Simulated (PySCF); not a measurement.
**Ba⁴⁰⁺: ionisation energy**

Ba⁴⁰⁺ [Ne] 3s2 3p4 (3P) → Ba⁴¹⁺ [Ne] 3s2 3p3 (4S), as a difference of total energies. Computed with PySCF 2.14 in an uncontracted even-tempered set (18 s from 6.9 bohr⁻², ratio 2.5; 12 p from 9 bohr⁻², ratio 2.5; 5 d from 40 bohr⁻², ratio 2.7; 4 f from 60 bohr⁻², ratio 2.7), with scalar relativity by spin-free X2C-1e. Correlated levels: outer shells: 1s2 frozen; virtual orbitals above 40 to 60 times the deepest correlated orbital energy dropped. The calculations carry no spin-orbit coupling.

| method | ionisation energy (eV) |
| --- | --- |
| UHF | 3012.3 |
| LDA | 3015.0 |
| PBE | 3015.8 |
| PBE0 | 3015.5 |
| r2SCAN | 3015.2 |
| MN15 | 3026.3 |
| PBEsol | 3015.0 |
| MP2 (outer shells) | 3013.4 |
| SCS-MP2 (outer shells) | 3013.4 |

Spin-orbit coupling is strong in these open shells (close to jj coupling). The scalar numbers leave it out and a first-order estimate fails, so it can dominate the gap to the real levels.

Breit and QED terms and the two-electron picture change are absent.

For comparison: 2994 ± 4 eV (theoretical estimate listed by NIST; NIST Atomic Spectra Database, ionization energies).
